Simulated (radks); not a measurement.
Values are calculated unless marked as measured or tabulated.
The arsenic anion As3-, [Kr], held by a Watson sphere: a shell of charge +3 at radius R that stands for the Madelung well of a crystal (potential energy -3/R inside, -3/r outside, in hartree with lengths in bohr). Level of theory: scalar-relativistic Kohn-Sham, PBEsol, spin-unpolarised, spherical densities, finite nucleus; Fermi nuclear charge, rms radius of each element as measured or else 0.836 A^(1/3) + 0.57 fm (a radial shooting solver on a logarithmic mesh with Libxc functionals). Response by self-consistent Sternheimer equations with the Hartree and adiabatic LDA kernel, the relativistic mass of each level held fixed and spin-orbit coupling left out. The sphere does not respond.

R (bohr)  e(3d) (eV)  e(4s) (eV)  e(4p) (eV)  <r> 4p (bohr)  sum of <r^2> (bohr^2)  X-ray form factor at sin(theta)/lambda = 0.2 1/angstrom  alpha (bohr^3)
2.36         -39.027     -16.238      -7.360          2.482                  61.72                                                   26.420           38.25
2.59         -38.523     -15.450      -6.909          2.577                  65.52                                                   26.293           44.87
3.18         -37.803     -13.814      -5.796          2.818                  75.71                                                   26.098           68.20
3.54         -37.532     -13.055      -5.189          2.961                  82.21                                                   26.052           88.05
3.74         -37.406     -12.701      -4.880          3.039                  85.92                                                   26.043           101.3
4.25         -37.136     -11.977      -4.189          3.235                  95.74                                                   26.051           143.9
4.28         -37.122     -11.942      -4.153          3.246                  96.34                                                   26.053           146.8
5.29         -36.744     -11.075      -3.152          3.618                  117.9                                                   26.116           281.8
